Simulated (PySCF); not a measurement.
C3H10Si (SMILES C[SiH](C)C), singlet, at a GFN2-xTB geometry, with bond 5-1 at 1.8 times its length; CASSCF(4,6)/STO-3G run with PySCF.

The PySCF input:
```python
from pyscf import gto, scf, mcscf
import numpy

mol = gto.Mole()
mol.atom = '''
    Si    0.040734    0.174696    0.357608
    C    -0.936326    1.325461   -0.801774
    C     1.761773   -0.161380   -0.382764
    C    -0.896684   -1.469599    0.559135
    H     0.311103    1.334232    2.731209
    H    -1.067203    0.883071   -1.785609
    H    -1.924717    1.538080   -0.405530
    H    -0.427080    2.275063   -0.936147
    H     2.345948   -0.815353    0.257697
    H     1.690961   -0.636869   -1.357270
    H     2.323615    0.759238   -0.508968
    H    -1.026678   -1.974212   -0.394403
    H    -1.884301   -1.311466    0.981908
    H    -0.364333   -2.149075    1.217957
'''
mol.basis = 'sto-3g'
mol.charge = 0
mol.spin = 0
mol.verbose = 4
mol.build()

mf = scf.RHF(mol)
mf.kernel()
mc = mcscf.CASSCF(mf, 6, 4)
mc.fix_spin_(ss=0.0)
mc.kernel()
occ = numpy.linalg.eigvalsh(mc.fcisolver.make_rdm1(mc.ci, mc.ncas, mc.nelecas))[::-1]
ss = mc.fcisolver.spin_square(mc.ci, mc.ncas, mc.nelecas)[0]
print('natural occupations', occ.round(4), ' <S^2>', round(ss, 4))
```

What the program printed (banner, timings and long lists left out):

```
PySCF version 2.14.0

[INPUT] verbose = 4
[INPUT] num. atoms = 14
[INPUT] num. electrons = 42
[INPUT] charge = 0
[INPUT] spin (= nelec alpha-beta = 2S) = 0
[INPUT] symmetry False subgroup None
[INPUT] Mole.unit = angstrom
[INPUT] Symbol           X                Y                Z      unit          X                Y                Z       unit  Magmom
[INPUT]  1 Si     0.040734000000   0.174696000000   0.357608000000 AA    0.076976103958   0.330127595057   0.675781179953 Bohr   0.0
[INPUT]  2 C     -0.936326000000   1.325461000000  -0.801774000000 AA   -1.769399703310   2.504758278792  -1.515133273797 Bohr   0.0
[INPUT]  3 C      1.761773000000  -0.161380000000  -0.382764000000 AA    3.329268463653  -0.304964001982  -0.723319130343 Bohr   0.0
[INPUT]  4 C     -0.896684000000  -1.469599000000   0.559135000000 AA   -1.694487180279  -2.777139622935   1.056612016659 Bohr   0.0
[INPUT]  5 H      0.311103000000   1.334232000000   2.731209000000 AA    0.587899466531   2.521333066631   5.161236998947 Bohr   0.0
[INPUT]  6 H     -1.067203000000   0.883071000000  -1.785609000000 AA   -2.016721389314   1.668762338546  -3.374311975558 Bohr   0.0
[INPUT]  7 H     -1.924717000000   1.538080000000  -0.405530000000 AA   -3.637187997294   2.906549957671  -0.766340635295 Bohr   0.0
[INPUT]  8 H     -0.427080000000   2.275063000000  -0.936147000000 AA   -0.807064233279   4.299245986131  -1.769061442333 Bohr   0.0
[INPUT]  9 H      2.345948000000  -0.815353000000   0.257697000000 AA    4.433199222471  -1.540793864842   0.486976753122 Bohr   0.0
[INPUT] 10 H      1.690961000000  -0.636869000000  -1.357270000000 AA    3.195453177321  -1.203507987226  -2.564868577088 Bohr   0.0
[INPUT] 11 H      2.323615000000   0.759238000000  -0.508968000000 AA    4.390995968931   1.434751883363  -0.961810126168 Bohr   0.0
[INPUT] 12 H     -1.026678000000  -1.974212000000  -0.394403000000 AA   -1.940140238116  -3.730719991830  -0.745313652707 Bohr   0.0
[INPUT] 13 H     -1.884301000000  -1.311466000000   0.981908000000 AA   -3.560812826244  -2.478311561679   1.855537199519 Bohr   0.0
[INPUT] 14 H     -0.364333000000  -2.149075000000   1.217957000000 AA   -0.688489588141  -4.061163171150   2.301605161497 Bohr   0.0

nuclear repulsion = 170.32573497088
number of shells = 24
number of NR pGTOs = 102
number of NR cGTOs = 34
basis = sto-3g
ecp = {}

******** <class 'pyscf.scf.hf.RHF'> ********
method = RHF
initial guess = minao
damping factor = 0
level_shift factor = 0
DIIS = <class 'pyscf.scf.diis.CDIIS'>
diis_start_cycle = 1
diis_space = 8
diis_damp = 0
SCF conv_tol = 1e-09
SCF conv_tol_grad = None
SCF max_cycles = 50
direct_scf = True
direct_scf_tol = 1e-13
Set gradient conv threshold to 3.16228e-05
Initial guess from minao.
init E= -403.333966398476
  HOMO = -0.180220431291123  LUMO = 0.0185740935333836  gap/eV = 5.40947
cycle= 1 E= -403.401790170575  delta_E= -0.0678  |g|= 0.251  |ddm|= 4.01
  HOMO = -0.136119137002721  LUMO = 0.176421051879128  gap/eV = 8.50465
cycle= 2 E= -403.445373934573  delta_E= -0.0436  |g|= 0.126  |ddm|= 0.921
  HOMO = -0.187176096868787  LUMO = 0.164264016924455  gap/eV = 9.56317
cycle= 3 E= -403.453997543202  delta_E= -0.00862  |g|= 0.0293  |ddm|= 0.327
  HOMO = -0.200095997785059  LUMO = 0.157883581231217  gap/eV = 9.74112
cycle= 4 E= -403.454589571785  delta_E= -0.000592  |g|= 0.00319  |ddm|= 0.0739
  HOMO = -0.198274340382865  LUMO = 0.158221602346121  gap/eV = 9.70075
cycle= 5 E= -403.454595254654  delta_E= -5.68e-06  |g|= 0.000636  |ddm|= 0.00718
  HOMO = -0.1978701808962  LUMO = 0.158478270839526  gap/eV = 9.69674
cycle= 6 E= -403.45459544923  delta_E= -1.95e-07  |g|= 9.72e-05  |ddm|= 0.00116
  HOMO = -0.19793064589958  LUMO = 0.158504289797877  gap/eV = 9.69909
cycle= 7 E= -403.454595456187  delta_E= -6.96e-09  |g|= 1.2e-05  |ddm|= 0.000301
  HOMO = -0.197925863997721  LUMO = 0.158500178493612  gap/eV = 9.69885
cycle= 8 E= -403.454595456274  delta_E= -8.75e-11  |g|= 1.43e-06  |ddm|= 2.84e-05
  HOMO = -0.197926682916357  LUMO = 0.15850068812371  gap/eV = 9.69888
Extra cycle  E= -403.454595456275  delta_E= -1.14e-12  |g|= 4.94e-07  |ddm|= 2.77e-06
converged SCF energy = -403.454595456275

******** <class 'pyscf.mcscf.mc1step.CASSCF'> ********
CAS (2e+2e, 6o), ncore = 19, nvir = 9
max_cycle_macro = 50
max_cycle_micro = 4
conv_tol = 1e-07
conv_tol_grad = None
orbital rotation max_stepsize = 0.02
orbital rotation threshold for CI restart = 0.01
augmented hessian ah_max_cycle = 30
augmented hessian ah_conv_tol = 1e-12
augmented hessian ah_linear dependence = 1e-14
augmented hessian ah_level shift = 1e-08
augmented hessian ah_start_tol = 2.5
augmented hessian ah_start_cycle = 3
augmented hessian ah_grad_trust_region = 3
kf_trust_region = 3
kf_interval = 4
ci_response_space = 4
ci_grad_trust_region = 3
with_dep4 0
natorb = False
canonicalization = True
sorting_mo_energy = False
ao2mo_level = 2
internal_rotation = False
******** <class 'pyscf.fci.addons.SpinPenaltyFCISolver'> ********
max. cycles = 50
conv_tol = 1e-08
davidson only = True
linear dependence = 1e-12
level shift = 0.001
max iter space = 12
nroots = 1
pspace_size = 400
spin = None
CASCI E = -403.554906565090  S^2 = 0.0000000
Set conv_tol_grad to 0.000316228
macro iter   1 ( 21 JK    4 micro), CASSCF E = -403.565073431967  dE = -1.01668669e-02  S^2 = 0.0000000
               |grad[o]|=0.0509  |grad[c]|=0.0431  |ddm|=0.0299  |maxRot[o]|=0.206
macro iter   2 ( 20 JK    4 micro), CASSCF E = -403.566565788559  dE = -1.49235659e-03  S^2 = 0.0000000
               |grad[o]|=0.0189  |grad[c]|=0.0116  |ddm|=0.00853  |maxRot[o]|=0.158
macro iter   3 ( 21 JK    4 micro), CASSCF E = -403.567637374876  dE = -1.07158632e-03  S^2 = 0.0000000
               |grad[o]|=0.00562  |grad[c]|=0.006  |ddm|=0.00687  |maxRot[o]|= 0.28
macro iter   4 ( 21 JK    4 micro), CASSCF E = -403.567663300983  dE = -2.59261071e-05  S^2 = 0.0000000
               |grad[o]|=0.00414  |grad[c]|=0.0107  |ddm|=0.00606  |maxRot[o]|=0.0943
macro iter   5 ( 21 JK    4 micro), CASSCF E = -403.567658271855  dE =  5.02912826e-06  S^2 = 0.0000000
               |grad[o]|=0.00424  |grad[c]|=0.0104  |ddm|=0.00598  |maxRot[o]|=0.0219
macro iter   6 ( 16 JK    4 micro), CASSCF E = -403.568284775491  dE = -6.26503636e-04  S^2 = 0.0000000
               |grad[o]|=0.00428  |grad[c]|=0.00387  |ddm|=0.0045  |maxRot[o]|=0.0629
macro iter   7 ( 18 JK    4 micro), CASSCF E = -403.568626744556  dE = -3.41969065e-04  S^2 = 0.0000000
               |grad[o]|=0.00277  |grad[c]|=0.00188  |ddm|=0.00134  |maxRot[o]|=  0.1
macro iter   8 ( 12 JK    4 micro), CASSCF E = -403.568675173692  dE = -4.84291362e-05  S^2 = 0.0000000
               |grad[o]|=0.0011  |grad[c]|=0.00125  |ddm|=0.000806  |maxRot[o]|=0.0543
macro iter   9 (  7 JK    2 micro), CASSCF E = -403.568686978853  dE = -1.18051613e-05  S^2 = 0.0000000
               |grad[o]|=0.00057  |grad[c]|=0.000259  |ddm|=0.000177  |maxRot[o]|=0.0156
macro iter  10 (  5 JK    1 micro), CASSCF E = -403.568687678741  dE = -6.99887380e-07  S^2 = 0.0000000
               |grad[o]|=0.000138  |grad[c]|=0.000262  |ddm|=7.02e-05  |maxRot[o]|=0.00499
macro iter  11 (  4 JK    1 micro), CASSCF E = -403.568687715439  dE = -3.66980544e-08  S^2 = 0.0000000
               |grad[o]|=3.99e-05  |grad[c]|=0.000106  |ddm|=2.04e-05  |maxRot[o]|=0.0023
1-step CASSCF converged in  11 macro (166 JK  36 micro) steps
CASSCF canonicalization
Density matrix diagonal elements [1.97796243e+00 1.56649766e+00 4.33431611e-01 9.41552965e-03
 1.11910314e-02 1.50173772e-03]
CASSCF energy = -403.568687715439
CASCI E = -403.568687715439  E(CI) = -3.42254438075219  S^2 = 0.0000000
natural occupations [1.9781e+00 1.5709e+00 4.2930e-01 2.0100e-02 9.0000e-04 7.0000e-04]  <S^2> 0.0
```
